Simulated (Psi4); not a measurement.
C$_{4}$H$_{10}$Zn (SMILES C[CH2][Zn][CH2]C), singlet, at a GFN2-xTB geometry (such geometries of metal compounds can be far from the true shape), with bond 15-10 at 1.25 times its length; HF/STO-3G (Psi4).

Here is a job for Psi4.
```
memory 2 GB

molecule {
0 1
  Zn   -0.30746635    0.04716029    0.62768990
  C     1.31390756   -1.19685824    0.96147938
  C     1.90057200   -1.54116347   -0.40799597
  H     1.05371279   -2.12216509    1.47556822
  H     2.08550385   -0.71498622    1.56321157
  H     2.21105267   -0.64433962   -0.94464031
  H     1.17887263   -2.07575537   -1.02592346
  H     2.77961763   -2.18124983   -0.30053390
  C    -1.48661245    1.23677694   -0.58987469
  C    -0.76352145    1.35347508   -1.93213218
  H    -1.64678273    2.23759983   -0.18841351
  H    -2.47552791    0.80937270   -0.75924929
  H    -0.62076556    0.37589875   -2.39316623
  H     0.21393698    1.82253568   -1.81723591
  H    -1.48624926    2.11775470   -2.80343404
}

set basis sto-3g
set stability_analysis check
set scf_type pk

energy('scf')
print_variables()
```

What the program printed (banner, timings and long lists left out):

```
   => Loading Basis Set <=

    Name: STO-3G
    Role: ORBITAL
    Keyword: BASIS

         ---------------------------------------------------------
                                   SCF
               by Justin Turney, Rob Parrish, Andy Simmonett
                          and Daniel G. A. Smith
                              RHF Reference
         ---------------------------------------------------------

  ==> Geometry <==

    Molecular point group: c1
    Full point group: C1

    Geometry (in Angstrom), charge = 0, multiplicity = 1:

       Center              X                  Y                   Z               Mass
    ------------   -----------------  -----------------  -----------------  -----------------
         ZN          -0.268413222837     0.040083594844     0.551831492164    63.929142010000
         C            1.352960687163    -1.203934935156     0.885620972164    12.000000000000
         C            1.939625127163    -1.548240165156    -0.483854377836    12.000000000000
         H            1.092765917163    -2.129241785156     1.399709812164     1.007825032230
         H            2.124556977163    -0.722062915156     1.487353162164     1.007825032230
         H            2.250105797163    -0.651416315156    -1.020498717836     1.007825032230
         H            1.217925757163    -2.082832065156    -1.101781867836     1.007825032230
         H            2.818670757163    -2.188326525156    -0.376392307836     1.007825032230
         C           -1.447559322837     1.229700244844    -0.665733097836    12.000000000000
         C           -0.724468322837     1.346398384844    -2.007990587836    12.000000000000
         H           -1.607729602837     2.230523134844    -0.264271917836     1.007825032230
         H           -2.436474782837     0.802296004844    -0.835107697836     1.007825032230
         H           -0.581712432837     0.368822054844    -2.469024637836     1.007825032230
         H            0.252990107163     1.815458984844    -1.893094317836     1.007825032230
         H           -1.447196132837     2.110678004844    -2.879292447836     1.007825032230

  Running in c1 symmetry.

  Rotational constants: A =      0.17129  B =      0.06276  C =      0.04775 [cm^-1]
  Rotational constants: A =   5135.07872  B =   1881.59604  C =   1431.61712 [MHz]
  Nuclear repulsion =  316.866999635593515

  Charge       = 0
  Multiplicity = 1
  Electrons    = 64
  Nalpha       = 32
  Nbeta        = 32

  ==> Algorithm <==

  SCF Algorithm Type is PK.
  DIIS enabled.
  MOM disabled.
  Fractional occupation disabled.
  Guess Type is SAD.
  Energy threshold   = 1.00e-06
  Density threshold  = 1.00e-06
  Integral threshold = 1.00e-12

  ==> Primary Basis <==

  Basis Set: STO-3G
    Blend: STO-3G
    Number of shells: 30
    Number of basis functions: 48
    Number of Cartesian functions: 49
    Spherical Harmonics?: true
    Max angular momentum: 2

  ==> Integral Setup <==

  Using in-core PK algorithm.
   Calculation information:
      Number of atoms:                  15
      Number of AO shells:              30
      Number of primitives:             90
      Number of atomic orbitals:        49
      Number of basis functions:        48

      Integral cutoff                 1.00e-12
      Number of threads:                 1

  Performing in-core PK
  Using 1384152 doubles for integral storage.
  We computed 95965 shell quartets total.
  Whereas there are 108345 unique shell quartets.

  ==> DiskJK: Disk-Based J/K Matrices <==

    J tasked:                  Yes
    K tasked:                  Yes
    wK tasked:                  No
    Schwarz Cutoff:          1E-12

  Minimum eigenvalue in the overlap matrix is 2.1123329250E-01.
  Reciprocal condition number of the overlap matrix is 8.5491091638E-02.
    Using symmetric orthogonalization.

  ==> Pre-Iterations <==

  SCF Guess: Superposition of Atomic Densities via on-the-fly atomic UHF (no occupation information).

   -------------------------
    Irrep   Nso     Nmo
   -------------------------
     A         48      48
   -------------------------
    Total      48      48
   -------------------------

  ==> Iterations <==

                        Total Energy        Delta E     RMS |[F,P]|

   @RHF iter SAD: -1906.17459601308678   -1.90617e+03   0.00000e+00
   @RHF iter   1: -1911.26227792309965   -5.08768e+00   2.05093e-02 DIIS/ADIIS
   @RHF iter   2: -1876.41874606575993    3.48435e+01   9.14341e-02 DIIS/ADIIS
   @RHF iter   3: -1911.46663453365136   -3.50479e+01   2.58069e-02 DIIS/ADIIS
   @RHF iter   4: -1912.38403345885285   -9.17399e-01   8.87838e-03 DIIS/ADIIS
   @RHF iter   5: -1912.52508448310709   -1.41051e-01   2.06412e-03 DIIS/ADIIS
   @RHF iter   6: -1912.53537789706934   -1.02934e-02   3.01242e-04 DIIS/ADIIS
   @RHF iter   7: -1912.53607360473734   -6.95708e-04   1.91907e-04 DIIS/ADIIS
   @RHF iter   8: -1912.53651845433706   -4.44850e-04   1.92773e-04 DIIS/ADIIS
   @RHF iter   9: -1912.53663780158854   -1.19347e-04   2.02469e-04 DIIS/ADIIS
   @RHF iter  10: -1912.53598834991112    6.49452e-04   1.10225e-04 DIIS/ADIIS
   @RHF iter  11: -1912.53603897846915   -5.06286e-05   7.73729e-05 DIIS
   @RHF iter  12: -1912.53607754974018   -3.85713e-05   7.67030e-05 DIIS
   @RHF iter  13: -1912.53604810698175    2.94428e-05   7.42806e-05 DIIS
   @RHF iter  14: -1912.53565265183670    3.95455e-04   3.62473e-05 DIIS
   @RHF iter  15: -1912.53560616332015    4.64885e-05   2.63067e-05 DIIS
   @RHF iter  16: -1912.53560510230773    1.06101e-06   2.50450e-05 DIIS
   @RHF iter  17: -1912.53561027652358   -5.17422e-06   2.46017e-05 DIIS
   @RHF iter  18: -1912.53562535842707   -1.50819e-05   2.40416e-05 DIIS
   @RHF iter  19: -1912.53563211458345   -6.75616e-06   2.41328e-05 DIIS
   @RHF iter  20: -1912.53563015701570    1.95757e-06   2.40015e-05 DIIS
   @RHF iter  21: -1912.53562120144170    8.95557e-06   2.28416e-05 DIIS
   @RHF iter  22: -1912.53561352639122    7.67505e-06   2.24668e-05 DIIS
[...]
   @RHF iter  37: -1912.53559743863707   -3.79201e-06   6.18140e-06 DIIS
   @RHF iter  38: -1912.53559764392321   -2.05286e-07   6.19427e-06 DIIS
   @RHF iter  39: -1912.53559726930575    3.74617e-07   6.14636e-06 DIIS
   @RHF iter  40: -1912.53559593706154    1.33224e-06   5.89481e-06 DIIS
   @RHF iter  41: -1912.53559345320969    2.48385e-06   5.33247e-06 DIIS
   @RHF iter  42: -1912.53559221948922    1.23372e-06   4.85719e-06 DIIS
   @RHF iter  43: -1912.53559222197282   -2.48360e-09   4.86845e-06 DIIS
   @RHF iter  44: -1912.53559216953067    5.24421e-08   4.80224e-06 DIIS
   @RHF iter  45: -1912.53559218352575   -1.39951e-08   4.81054e-06 DIIS
   @RHF iter  46: -1912.53559204469229    1.38833e-07   4.72536e-06 DIIS
   @RHF iter  47: -1912.53559150832257    5.36370e-07   4.87278e-06 DIIS
   @RHF iter  48: -1912.53559302744907   -1.51913e-06   4.69706e-06 DIIS
   @RHF iter  49: -1912.53559284274729    1.84702e-07   4.61606e-06 DIIS
   @RHF iter  50: -1912.53559280117861    4.15687e-08   4.61481e-06 DIIS
   @RHF iter  51: -1912.53559274384747    5.73311e-08   4.62656e-06 DIIS
   @RHF iter  52: -1912.53559309095181   -3.47104e-07   4.49975e-06 DIIS
   @RHF iter  53: -1912.53559349395550   -4.03004e-07   4.51320e-06 DIIS
   @RHF iter  54: -1912.53559341610298    7.78525e-08   4.44694e-06 DIIS
   @RHF iter  55: -1912.53559311622530    2.99878e-07   4.28562e-06 DIIS
   @RHF iter  56: -1912.53559276001874    3.56207e-07   4.02055e-06 DIIS
   @RHF iter  57: -1912.53559230423389    4.55785e-07   3.82801e-06 DIIS
   @RHF iter  58: -1912.53559225401568    5.02182e-08   3.84536e-06 DIIS
   @RHF iter  59: -1912.53559223227421    2.17415e-08   3.73234e-06 DIIS
   @RHF iter  60: -1912.53559220237071    2.99035e-08   3.62786e-06 DIIS
   @RHF iter  61: -1912.53559213339827    6.89724e-08   3.57019e-06 DIIS
   @RHF iter  62: -1912.53559186648613    2.66912e-07   3.52608e-06 DIIS
   @RHF iter  63: -1912.53559174161910    1.24867e-07   3.51661e-06 DIIS
   @RHF iter  64: -1912.53559140685070    3.34768e-07   3.49775e-06 DIIS
   @RHF iter  65: -1912.53559141519781   -8.34711e-09   3.59344e-06 DIIS
   @RHF iter  66: -1912.53559122083220    1.94366e-07   3.40106e-06 DIIS
   @RHF iter  67: -1912.53559110389597    1.16936e-07   3.35220e-06 DIIS
   @RHF iter  68: -1912.53559111052368   -6.62772e-09   3.42991e-06 DIIS
   @RHF iter  69: -1912.53559081909975    2.91424e-07   3.26522e-06 DIIS
   @RHF iter  70: -1912.53559067486003    1.44240e-07   3.26008e-06 DIIS
   @RHF iter  71: -1912.53559069810444   -2.32444e-08   3.30054e-06 DIIS
   @RHF iter  72: -1912.53559046231453    2.35790e-07   3.09539e-06 DIIS
   @RHF iter  73: -1912.53559028197583    1.80339e-07   3.08771e-06 DIIS
   @RHF iter  74: -1912.53559045521297   -1.73237e-07   3.02437e-06 DIIS
   @RHF iter  75: -1912.53559085436973   -3.99157e-07   2.88303e-06 DIIS
   @RHF iter  76: -1912.53559122882803   -3.74458e-07   2.67497e-06 DIIS
   @RHF iter  77: -1912.53559115423650    7.45915e-08   2.48986e-06 DIIS
   @RHF iter  78: -1912.53559073521819    4.19018e-07   1.90131e-06 DIIS
   @RHF iter  79: -1912.53559051280854    2.22410e-07   1.53225e-06 DIIS
   @RHF iter  80: -1912.53559047464705    3.81615e-08   1.35107e-06 DIIS
   @RHF iter  81: -1912.53559046050282    1.41442e-08   1.13563e-06 DIIS
   @RHF iter  82: -1912.53559041234553    4.81573e-08   8.89354e-07 DIIS
  Energy and wave function converged.

	Presorting SO-basis two-electron integrals.
	Sorting File: SO Ints (nn|nn) nbuckets = 1
	Constructing frozen core operators
	Starting first half-transformation.
	Sorting half-transformed integrals.
	First half integral transformation complete.
	Starting second half-transformation.
	Two-electron integral transformation complete.
	Starting first half-transformation.
	Sorting half-transformed integrals.
	First half integral transformation complete.
	Starting second half-transformation.
	Two-electron integral transformation complete.
    Lowest singlet (RHF->RHF) stability eigenvalues:
       A -0.114628        A -0.029332        A -0.020538        A -0.006991
       A 0.009198

    Lowest triplet (RHF->UHF) stability eigenvalues:
       A -0.293475        A -0.258595        A -0.248539        A -0.152555
       A -0.122440

  ==> Post-Iterations <==

    Orbital Energies [Eh]
    ---------------------

    Doubly Occupied:

[...]
    Virtual:

[...]
      48A      0.789843

    Final Occupation by Irrep:
              A
    DOCC [    32 ]
    NA   [    32 ]
    NB   [    32 ]

  @RHF Final Energy: -1912.53559041234553

   => Energetics <=

    Nuclear Repulsion Energy =            316.8669996355935154
    One-Electron Energy =               -3283.1782738702208917
    Two-Electron Energy =                1053.7756838222819624
    Total Energy =                      -1912.5355904123455275

Computation Completed

Properties will be evaluated at   0.000000,   0.000000,   0.000000 [a0]

Properties computed using the SCF density matrix

 Multipole Moments:

 ------------------------------------------------------------------------------------
     Multipole            Electronic (a.u.)      Nuclear  (a.u.)        Total (a.u.)
 ------------------------------------------------------------------------------------

 L = 1.  Multiply by 2.5417464519 to convert [e a0] to [Debye]
 Dipole X            :         -3.9647414            4.4500304            0.4852891
 Dipole Y            :          0.4578572           -0.5670169           -0.1091596
 Dipole Z            :          8.7391240           -9.5038082           -0.7646843
 Magnitude           :                                                    0.9122299

 ------------------------------------------------------------------------------------

  Variable Map:
  ----------------------------------------------------------------------------
[...]
  Array Variable Map:
  ----------------------------------------------------------------------------
[...]
[...]
```
